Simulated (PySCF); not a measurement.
# Mass spectrum arithmetic for C4H7BSe

Species: C4H7BSe.

Calculated for natural abundance.

(1) Molar mass and exact mass?

(2) Give the isotope pattern of the molecular ion M+•, merging species of the same nominal mass.

(3) Which singly substituted isotopologues are there?

(4) Give the mass fraction of each element.

(5) What share of all molecules is the monoisotopic species?

## Answers

(1) For C4H7BSe, with standard atomic weights, 1 × 10.810 + 4 × 12.011 + 1 × 78.971 + 7 × 1.008 = 144.881 g/mol. From the most abundant isotopes (11B, 12C, 80Se, 1H), 1 × 11.009305 + 4 × 12.000000 + 1 × 79.916521 + 7 × 1.007825 = 145.9806 u.

(2) 
| nominal mass | m/z (centroid) | relative intensity |
| --- | --- | --- |
| 139 | 138.9896 | 0.4 |
| 140 | 139.9861 | 1.8 |
| 141 | 140.9864 | 4.7 |
| 142 | 141.9835 | 22.7 |
| 143 | 142.9840 | 28.0 |
| 144 | 143.9810 | 48.6 |
| 145 | 144.9837 | 26.7 |
| 146 | 145.9801 | 100.0 |
| 147 | 146.9837 | 8.7 |
| 148 | 147.9803 | 17.7 |
| 149 | 148.9837 | 0.8 |

Cut off at 0.1 %. One electron mass, 0.00055 u, is taken off. Abundances used (%; other tables differ somewhat): 10B 19.9, 11B 80.1; 12C 98.93, 13C 1.07; 74Se 0.89, 76Se 9.37, 77Se 7.63, 78Se 23.77, 80Se 49.61, 82Se 8.73; 1H 99.9885, 2H 0.0115.

(3) Intensity in % of the monoisotopic species:

| isotope | mass shift (u) | m/z | intensity (%) |
| --- | --- | --- | --- |
| 74Se | -5.99404 | 139.9860 | 1.79 |
| 76Se | -3.99731 | 141.9827 | 18.89 |
| 77Se | -2.99661 | 142.9834 | 15.38 |
| 78Se | -1.99921 | 143.9808 | 47.91 |
| 10B | -0.99637 | 144.9837 | 24.84 |
| 13C | +1.00335 | 146.9834 | 4.33 |
| 2H | +1.00628 | 146.9863 | 0.08 |
| 82Se | +2.00018 | 147.9802 | 17.60 |

Species under 0.02 % are left out.

(4) B 7.46 %, C 33.16 %, Se 54.51 %, H 4.87 %.

(5) 0.801 × 0.9893^4 × 0.4961 × 0.999885^7 = 38.03 %.
